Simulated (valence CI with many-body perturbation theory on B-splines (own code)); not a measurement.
# As28+: electric-dipole lines

Method: configuration interaction combined with many-body perturbation theory (CI+MBPT): three valence electrons over a frozen Dirac-Fock core [He], radial functions for each j: 11 s, 11 p, 9 d, 7 f, 5 g, 2 h, 1 i, with the one-electron correlation potential Σ1 (screened to all orders), the two-electron term Σ2, the three-electron term Σ3, Breit, model QED; selected single and double excitations, second order for the rest (own B-spline code, finite nucleus).

No measured spectrum was set against this ion. As an estimate, large intervals hold to a few tenths of a per cent, small ones and those within an open d or f shell to about a per cent.

Lines 1 to 50 of 264 in falling wavelength, among levels below 1991.5 eV, chosen from the strongest by gf and those to the six lowest levels. Wavelengths and rates use the calculated energies. Electric multipoles are in the length gauge, E1 and E2 with the static RPA response of the core. Weak lines are less certain than strong ones. Lines between different terms over intervals too small for the method are left out, as are lines whose strength nearly cancels. The highest levels of a list are the least certain.

Levels are named by their leading jj configuration (3d3/2^4 stands for four electrons in 3d with j = 3/2), which in mixed levels can hold well under half, so a name can repeat and another be missing. Letters in brackets count levels of one name in rising energy.

```
λ vac (nm)                          Upper                          Lower   A (s⁻¹)  log gf  Branch %
     53.53      (2p1/2 2p3/2 3p1/2) J=5/2         (2p1/2 2p3/2 3s) J=5/2  3.93e+08   -0.99       0.0
     49.46      (2p1/2 2p3/2 3d5/2) J=7/2  (2p1/2 2p3/2 3p3/2) J=5/2 [a]  6.19e+08   -0.74       0.0
     49.06         (2s 2p3/2 3d5/2) J=9/2         (2s 2p3/2 3p3/2) J=7/2  7.55e+08   -0.56      85.6
     46.87         (2s 2p1/2 3d5/2) J=7/2         (2s 2p1/2 3p3/2) J=5/2  8.49e+08   -0.65       0.0
     44.87          (2p1/2^2 3d5/2) J=5/2          (2p1/2^2 3p3/2) J=3/2  1.08e+09   -0.71       0.0
     44.63     (2s 2p3/2 3d5/2) J=7/2 [c]     (2s 2p3/2 3p3/2) J=5/2 [b]  8.88e+08   -0.67       0.0
     41.51     (2s 2p3/2 3d5/2) J=5/2 [b]     (2s 2p3/2 3p3/2) J=3/2 [b]  8.97e+08   -0.86       0.0
     41.06     (2s 2p1/2 3d5/2) J=5/2 [a]     (2s 2p1/2 3p3/2) J=3/2 [a]  8.26e+08   -0.90       0.0
     40.83             (2s^2 3d5/2) J=5/2             (2s^2 3p3/2) J=3/2  1.17e+09   -0.76       0.0
     39.34     (2s 2p3/2 3d5/2) J=7/2 [a]         (2s 2p3/2 3p1/2) J=5/2  7.73e+08   -0.84       0.0
     38.13     (2s 2p1/2 3d5/2) J=5/2 [b]     (2s 2p1/2 3p3/2) J=3/2 [b]  1.38e+09   -0.74       0.0
     37.97     (2s 2p3/2 3d5/2) J=5/2 [a]     (2s 2p3/2 3p3/2) J=3/2 [a]  9.51e+08   -0.91       0.0
     37.17      (2p1/2 2p3/2 3d3/2) J=5/2  (2p1/2 2p3/2 3p1/2) J=3/2 [a]  1.37e+09   -0.77       0.0
     36.78     (2s 2p3/2 3p1/2) J=3/2 [a]            (2s 2p3/2 3s) J=5/2  1.44e+09   -0.93       0.0
     36.49         (2s 2p1/2 3d3/2) J=5/2         (2s 2p1/2 3p1/2) J=3/2  1.11e+09   -0.88       0.0
     36.37     (2s 2p3/2 3d5/2) J=7/2 [b]     (2s 2p3/2 3p3/2) J=5/2 [a]  1.42e+09   -0.65       0.0
     35.10      (2p1/2 2p3/2 3p3/2) J=7/2         (2p1/2 2p3/2 3s) J=5/2  3.04e+09   -0.35       0.0
     35.05  (2p1/2 2p3/2 3p3/2) J=3/2 [b]     (2p1/2 2p3/2 3s) J=3/2 [b]  1.32e+09   -1.01       0.0
     35.03          (2p1/2^2 3d3/2) J=3/2          (2p1/2^2 3p1/2) J=1/2  1.91e+09   -0.85       0.0
     34.97     (2s 2p3/2 3d3/2) J=5/2 [b]     (2s 2p3/2 3p1/2) J=3/2 [b]  1.33e+09   -0.84       0.0
     34.77     (2s 2p1/2 3p3/2) J=3/2 [b]        (2s 2p1/2 3s) J=1/2 [b]  1.53e+09   -0.95       0.0
     34.60     (2s 2p1/2 3d3/2) J=3/2 [a]     (2s 2p1/2 3p1/2) J=1/2 [a]  1.61e+09   -0.94       0.0
     34.30  (2p1/2 2p3/2 3p3/2) J=5/2 [a]     (2p1/2 2p3/2 3s) J=3/2 [a]  2.29e+09   -0.62       0.0
     34.13         (2s 2p3/2 3p1/2) J=5/2            (2s 2p3/2 3s) J=5/2  1.85e+09   -0.71       0.0
     33.72     (2s 2p3/2 3p3/2) J=5/2 [b]        (2s 2p3/2 3s) J=3/2 [b]  1.64e+09   -0.78       0.0
     33.33  (2p1/2 2p3/2 3p1/2) J=3/2 [b]         (2p1/2 2p3/2 3s) J=5/2  2.79e+09   -0.73       0.0
     32.22             (2s^2 3d3/2) J=3/2             (2s^2 3p1/2) J=1/2  1.91e+09   -0.93       0.0
     32.10          (2p1/2^2 3p3/2) J=3/2             (2p1/2^2 3s) J=1/2  3.35e+09   -0.68       0.0
     31.88     (2s 2p3/2 3p3/2) J=5/2 [a]        (2s 2p3/2 3s) J=3/2 [a]  2.12e+09   -0.71       0.0
     31.79  (2p1/2 2p3/2 3p3/2) J=5/2 [b]     (2p1/2 2p3/2 3s) J=3/2 [b]  2.79e+09   -0.60       0.0
     31.64         (2s 2p3/2 3p3/2) J=7/2            (2s 2p3/2 3s) J=5/2  3.45e+09   -0.38      15.0
     29.98         (2s 2p1/2 3p3/2) J=5/2            (2s 2p1/2 3s) J=3/2  4.13e+09   -0.48       0.8
     29.72             (2s^2 3p3/2) J=3/2                (2s^2 3s) J=1/2  3.66e+09   -0.71       0.6
     29.67     (2s 2p3/2 3p3/2) J=1/2 [a]        (2s 2p3/2 3s) J=3/2 [a]  3.68e+09   -1.01       0.0
     29.34     (2s 2p3/2 3p3/2) J=3/2 [b]            (2s 2p3/2 3s) J=1/2  2.35e+09   -0.92       0.0
     28.57     (2s 2p1/2 3p3/2) J=3/2 [a]        (2s 2p1/2 3s) J=1/2 [a]  3.80e+09   -0.73       0.0
     27.54  (2p1/2 2p3/2 3p3/2) J=5/2 [b]         (2p1/2 2p3/2 3s) J=5/2  1.90e+09   -0.89       0.0
     26.34  (2p1/2 2p3/2 3p3/2) J=1/2 [b]     (2p1/2 2p3/2 3s) J=3/2 [b]  5.00e+09   -0.98       0.0
     25.69     (2s 2p3/2 3d5/2) J=7/2 [b]         (2s 2p3/2 3p1/2) J=5/2  1.28e+09   -0.99       0.0
     24.55     (2s 2p3/2 3p3/2) J=5/2 [a]            (2s 2p3/2 3s) J=5/2  2.44e+09   -0.88       0.0
     17.28         (2s 2p1/2 2p3/2) J=5/2             (2s^2 2p3/2) J=3/2  5.33e+08   -1.84     100.0
     16.57             (2s 2p1/2^2) J=1/2             (2s^2 2p1/2) J=1/2  6.47e+08   -2.27      97.9
     16.35          (2p1/2 2p3/2^2) J=5/2             (2s 2p3/2^2) J=3/2  4.28e+09   -0.99       9.1
     13.60          (2p1/2^2 2p3/2) J=3/2     (2s 2p1/2 2p3/2) J=3/2 [b]  1.64e+09   -1.74       2.5
     12.91      (2p1/2 2p3/2 3p1/2) J=5/2         (2s 2p3/2 3p1/2) J=5/2  7.00e+09   -0.98       0.1
     12.85      (2p1/2 2p3/2 3d5/2) J=7/2         (2s 2p3/2 3d5/2) J=9/2  6.16e+09   -0.91       0.4
     12.82  (2p1/2 2p3/2 3p3/2) J=5/2 [a]         (2s 2p3/2 3p3/2) J=7/2  6.74e+09   -1.00       0.0
     12.30          (2p1/2^2 3d5/2) J=5/2         (2s 2p1/2 3d5/2) J=7/2  1.02e+10   -0.86       0.0
     12.13             (2p3/2^2 3s) J=5/2        (2s 2p3/2 3s) J=3/2 [b]  1.01e+10   -0.87       0.1
     11.77      (2p1/2 2p3/2 3p3/2) J=7/2         (2s 2p3/2 3p3/2) J=7/2  8.72e+09   -0.84       0.1
```
